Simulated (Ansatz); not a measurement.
```xyz
2

Li   -0.0246    0.0304   -1.1802
F     0.0039    0.0160    0.4302
```

Basis set: def2-TZVP (spherical functions). Left uncorrelated: 1 orbital. Charge 0, multiplicity 1.

Computed with Ansatz (development build ahead of 0.2.0); each method stands on the lowest determinant of its kind that the runs found. Restricted open shells among the atoms or ions are ROHF, correlated in semicanonical orbitals with singles.

The atomization energy at this shape (free ground-state atoms in the same class of orbitals less the molecule, no zero-point energy) of singlet LiF:

| method | atomization energy |
| --- | --- |
| RHF | 376.6 kJ/mol |

Q: What does RHF-MP2 give?

A: 563.9 kJ/mol.
